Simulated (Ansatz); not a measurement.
Born–Oppenheimer molecular dynamics of BClF₂H₃N (8 atoms, charge 0, multiplicity 1). It starts at the highest image of a converged band. Of that band: The profile has 2 maxima (images 2, 5) with wells between them (image 4): this band takes more than one step, which may be the mechanism or a detour left from its start path. A vibrational analysis at the climbing image gives one clearly imaginary mode, 638i cm⁻¹: a first-order saddle point.

Computed with RKS PBE0/def2-SVP (Ansatz).

* ensemble: NVE (velocity Verlet)
* time step: 0.5 fs
* steps asked: 200
* starting velocities drawn for: 300 K
* seed: 11995

Frames 2.5 fs apart, positions in Å, forces in eV/Å.

Velocities at 0 fs (Å/ps):

```
B 4.20 1.02 1.40
Cl -2.51 -0.13 -0.25
N -2.31 1.34 -3.94
H 18.17 -18.37 -29.85
H -10.45 -8.43 -7.33
F 4.44 2.37 5.09
F -0.17 -2.63 0.74
H -12.76 6.70 -24.19
```

```xyz
8
Properties=species:S:1:pos:R:3:forces:R:3 time_fs=0 energy_less_start_eV=0.000 T=300
B 0.102 0.217 -0.021 0.00 0.00 0.00
Cl 0.289 -0.007 2.058 0.00 0.00 0.00
N 1.277 0.041 -0.773 0.00 0.00 0.00
H 1.343 -0.767 -1.379 0.00 0.00 0.00
H 2.174 0.376 -0.452 0.00 0.00 0.00
F -1.054 -0.321 -0.382 0.00 0.00 0.00
F -0.147 1.762 0.337 0.00 0.00 0.00
H -0.054 1.428 1.367 0.00 0.00 0.00
8
Properties=species:S:1:pos:R:3:forces:R:3 time_fs=2.5 energy_less_start_eV=0.093 T=183
B 0.113 0.219 -0.018 -0.04 -0.64 0.17
Cl 0.283 -0.007 2.057 0.09 -0.15 -0.10
N 1.271 0.042 -0.784 0.08 -1.67 -1.56
H 1.383 -0.790 -1.435 -0.48 1.55 1.29
H 2.159 0.360 -0.466 0.70 0.32 0.29
F -1.043 -0.315 -0.369 -0.27 -0.07 -0.13
F -0.148 1.756 0.339 -0.09 0.62 -0.76
H -0.085 1.445 1.314 0.02 0.03 0.80
8
Properties=species:S:1:pos:R:3:forces:R:3 time_fs=5 energy_less_start_eV=0.064 T=218
B 0.123 0.218 -0.013 0.02 -0.76 0.26
Cl 0.277 -0.008 2.057 0.15 -0.16 -0.14
N 1.266 0.038 -0.801 1.16 0.60 0.34
H 1.397 -0.737 -1.427 -0.38 -0.32 -0.17
H 2.174 0.359 -0.466 -0.37 0.01 -0.06
F -1.033 -0.309 -0.357 -0.54 -0.20 -0.23
F -0.148 1.751 0.338 -0.07 0.86 -0.95
H -0.116 1.464 1.305 0.03 -0.03 0.95
8
Properties=species:S:1:pos:R:3:forces:R:3 time_fs=7.5 energy_less_start_eV=0.101 T=172
B 0.133 0.213 -0.007 0.04 -0.40 0.22
Cl 0.271 -0.009 2.055 0.17 -0.03 -0.10
N 1.265 0.036 -0.817 1.07 2.14 1.83
H 1.389 -0.704 -1.431 -0.13 -1.77 -1.36
H 2.173 0.361 -0.469 -0.52 -0.07 -0.20
F -1.024 -0.304 -0.345 -0.75 -0.38 -0.30
F -0.149 1.749 0.334 0.00 0.62 -0.05
H -0.144 1.480 1.347 0.11 -0.10 -0.03
8
Properties=species:S:1:pos:R:3:forces:R:3 time_fs=10 energy_less_start_eV=0.106 T=164
B 0.144 0.205 0.000 -0.06 -0.03 0.12
Cl 0.266 -0.010 2.054 0.18 0.09 -0.04
N 1.269 0.042 -0.826 0.12 -0.91 -0.66
H 1.371 -0.751 -1.495 -0.37 0.97 0.95
H 2.149 0.360 -0.482 0.72 0.21 0.09
F -1.018 -0.301 -0.335 -0.83 -0.52 -0.34
F -0.150 1.750 0.331 0.03 0.41 0.66
H -0.166 1.491 1.388 0.21 -0.22 -0.79
8
Properties=species:S:1:pos:R:3:forces:R:3 time_fs=12.5 energy_less_start_eV=0.119 T=149
B 0.154 0.197 0.008 -0.07 0.07 0.00
Cl 0.260 -0.011 2.053 0.24 0.06 -0.05
N 1.274 0.044 -0.837 0.02 -0.96 -0.48
H 1.332 -0.755 -1.514 -0.13 1.20 1.13
H 2.160 0.368 -0.492 0.44 -0.03 -0.14
F -1.015 -0.299 -0.325 -0.76 -0.57 -0.37
F -0.151 1.751 0.329 0.06 0.38 0.79
H -0.176 1.489 1.386 0.20 -0.14 -0.89
8
Properties=species:S:1:pos:R:3:forces:R:3 time_fs=15 energy_less_start_eV=0.098 T=176
B 0.164 0.189 0.015 0.01 -0.16 -0.08
Cl 0.255 -0.011 2.052 0.36 -0.15 -0.14
N 1.278 0.044 -0.849 0.46 1.94 2.29
H 1.287 -0.702 -1.479 0.17 -1.39 -1.15
H 2.193 0.374 -0.511 -0.60 -0.45 -0.52
F -1.014 -0.298 -0.317 -0.55 -0.51 -0.39
F -0.152 1.754 0.330 0.07 0.59 0.22
H -0.174 1.480 1.333 0.07 0.12 -0.24
8
Properties=species:S:1:pos:R:3:forces:R:3 time_fs=17.5 energy_less_start_eV=0.082 T=194
B 0.174 0.181 0.023 -0.06 -0.49 -0.04
Cl 0.251 -0.012 2.050 0.47 -0.34 -0.24
N 1.285 0.051 -0.853 -0.48 0.69 1.26
H 1.250 -0.712 -1.495 0.20 -0.51 -0.47
H 2.200 0.357 -0.557 0.13 -0.18 -0.16
F -1.014 -0.299 -0.310 -0.24 -0.41 -0.40
F -0.152 1.759 0.331 0.07 1.04 -1.04
H -0.169 1.477 1.271 -0.09 0.19 1.10
8
Properties=species:S:1:pos:R:3:forces:R:3 time_fs=20 energy_less_start_eV=0.121 T=146
B 0.183 0.170 0.030 -0.31 -0.40 0.05
Cl 0.248 -0.014 2.048 0.51 -0.36 -0.27
N 1.289 0.060 -0.852 -1.26 -1.75 -0.88
H 1.226 -0.748 -1.536 0.26 1.51 1.22
H 2.215 0.329 -0.613 0.77 0.12 0.20
F -1.016 -0.302 -0.304 0.07 -0.34 -0.39
F -0.152 1.767 0.329 0.07 0.98 -0.93
H -0.168 1.485 1.267 -0.11 0.24 1.00
8
Properties=species:S:1:pos:R:3:forces:R:3 time_fs=22.5 energy_less_start_eV=0.058 T=225
B 0.191 0.156 0.038 -0.57 0.09 0.17
Cl 0.245 -0.016 2.046 0.50 -0.23 -0.25
N 1.288 0.063 -0.853 0.32 -0.55 0.14
H 1.216 -0.710 -1.517 0.07 0.33 0.16
H 2.264 0.306 -0.659 -0.68 -0.08 0.13
F -1.017 -0.306 -0.299 0.31 -0.33 -0.35
F -0.153 1.778 0.324 0.06 0.44 0.52
H -0.173 1.508 1.315 0.00 0.32 -0.51
8
Properties=species:S:1:pos:R:3:forces:R:3 time_fs=25 energy_less_start_eV=0.132 T=133
B 0.196 0.143 0.046 -0.61 0.30 0.27
Cl 0.243 -0.018 2.043 0.51 -0.14 -0.30
N 1.289 0.064 -0.853 0.65 1.19 1.75
H 1.209 -0.659 -1.496 -0.26 -1.65 -1.66
H 2.279 0.279 -0.696 -0.82 0.05 0.33
F -1.017 -0.310 -0.296 0.45 -0.29 -0.34
F -0.152 1.790 0.321 0.03 0.28 1.19
H -0.178 1.549 1.337 0.06 0.26 -1.23
8
Properties=species:S:1:pos:R:3:forces:R:3 time_fs=27.5 energy_less_start_eV=0.035 T=255
B 0.197 0.132 0.056 -0.41 -0.06 0.39
Cl 0.243 -0.021 2.039 0.56 -0.23 -0.44
N 1.291 0.068 -0.848 -1.26 -1.32 -0.49
H 1.190 -0.680 -1.550 -0.05 0.58 0.38
H 2.255 0.258 -0.714 0.76 0.38 0.62
F -1.016 -0.316 -0.294 0.45 -0.21 -0.37
F -0.152 1.804 0.322 -0.03 0.67 0.32
H -0.180 1.605 1.292 -0.01 0.17 -0.40
```

Of the whole run (100 fs, mean temperature of the second half 956 K): The conserved energy stayed within 0.28 meV per atom of its start (net change 0.11 meV per atom), so the integration is sound. The kinetic energy rose, since the run started high on the potential surface and went downhill. It ends in pieces (BClFH2N + FH), so much of that is their flight and rotation, not heat. A run of 0.1 ps of so small a system gives no equilibrium averages. The orbitals stay closed-shell, which can raise the energy where a bond breaks towards radicals; this wasn't checked here.

Run time: 5.9 min on 2 threads of Arm Neoverse V1 (shared host), peak memory 0.16 GiB.
